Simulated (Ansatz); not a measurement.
Mo(OMe)(H)5 (CH8MoO), SMILES C[O][MoH5], multiplicity 1.

Coordinates come from a PBE0-D3(BJ)/def2-SVP optimisation. The spin state was assumed, not searched. The structure was generated by enumeration; whether it is a known compound was not checked. The def2 effective core potentials stand for the cores of Mo; spin–orbit coupling is left out.

Two levels are set side by side: PBE/def2-SVPD (Ansatz, a first-principles code) and PBE0/def2-SVPD (Ansatz). Energy differences of separate SCF runs at the same geometry; the states with an electron removed or added have multiplicity 2 and 2. Differences are taken from unrounded values.

| quantity | PBE0 |
|---|---|
| vertical ionisation energy (eV) | 9.75 |
| vertical electron affinity (eV) | 0.78 |
| vertical singlet–triplet gap (eV) | 2.83 |

Task: What does PBE give, and how far is it from PBE0? (The exact figures need the calculation; the answer reports its results.)

Result: 
| quantity | PBE | PBE minus PBE0 |
|---|---|---|
| vertical ionisation energy (eV) | 9.42 | -0.33 |
| vertical electron affinity (eV) | 0.68 | -0.09 |
| vertical singlet–triplet gap (eV) | 2.78 | -0.04 |
